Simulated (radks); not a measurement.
Results of a calculation; reference values are marked as such.
Initial-state core-level shifts of the cobalt ion Co3+ when its valence configuration changes from [Ar] 3d6. Level of theory: scalar-relativistic Kohn-Sham, SCAN, spin-polarised, spherical densities, finite nucleus; open shells are filled with parallel spins first; meta-GGA in the generalised Kohn-Sham scheme; Fermi nuclear charge, rms radius 3.7875 fm (a radial shooting solver on a logarithmic mesh with Libxc functionals). Shifts are changes of the shell-averaged eigenvalues in eV (positive: less bound); the change of the density at the nucleus, which sets a Mossbauer isomer shift, is in e/bohr^3, on a base of 1.735e+04.

3d5 4p1: 1s -10.292; 2s -11.343; 3s -9.333; 3p -9.068; density at nucleus +3.549
3d5 4s0.5 4p0.5: 1s -9.671; 2s -10.746; 3s -8.710; 3p -8.449; density at nucleus +11.025
3d4 4s1 4p1: 1s -21.071; 2s -23.471; 3s -18.656; 3p -18.103; density at nucleus +24.895
3d4.5 4s0.5 4p1: 1s -15.590; 2s -17.307; 3s -13.960; 3p -13.549; density at nucleus +13.813
3d5.5 4p0.5: 1s -5.076; 2s -5.581; 3s -4.662; 3p -4.527; density at nucleus +1.690
3d3 4s2 4p1: 1s -33.183; 2s -36.965; 3s -28.760; 3p -27.931; density at nucleus +48.455
3d5.5 4s0.5: 1s -4.451; 2s -4.981; 3s -4.029; 3p -3.898; density at nucleus +8.949
